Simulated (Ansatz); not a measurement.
`C=C[SiH2]O[SiH3]` + `C=CCO` → `C=CCO[SiH3]` + `C=C[SiH2]O`  (ligand exchange at the Si–O bond)

Program: Ansatz. Geometries: PBE0-D4/def2-TZVP. ΔE: electronic, gas phase. CCSD(T)/CBS adds triple-zeta CCSD(T) − MP2 to the extrapolated MP2 energy (def2 sets, frozen cores). Functionals use def2-TZVPP. B3LYP here is the variant with VWN-RPA as its local correlation; programs differ in this. One conformer a species, not always the lowest.

```
             level  ΔE (kcal/mol)  difference from CCSD(T)/CBS
          B3LYP-D4            5.7                          0.1
          PBE-QIDH            5.4                         -0.2
               PBE            4.5                         -1.1
             B3LYP            5.1                         -0.5
           r2SCAN0            5.5                         -0.1
         CAM-B3LYP            5.2                         -0.4
  CCSD(T)/def2-SVP            5.4                         -0.2
     HF/def2-TZVPP            6.4                          0.8
    MP2/def2-QZVPP            5.3                         -0.3
SCS-MP2/def2-QZVPP            5.6                          0.0
       CCSD(T)/CBS            5.6                            0
```

Largest T1 diagnostic among the species: 0.011.

Leaving LDA and LC-ωPBE aside and taking each functional with its dispersion term where it has one, the values, not all of them listed here, spread over 1.6 kcal/mol, from revPBE-D4 to BHLYP-D4. In def2-TZVPP, CCSD(T) changes the Hartree–Fock value by −1.1 kcal/mol (the triples alone add −0.2 kcal/mol) and MP2 by −1.3 kcal/mol. From BLYP to BHLYP (50 % exact exchange), in def2-TZVPP and without D4, ΔE moves by +1.1 kcal/mol.
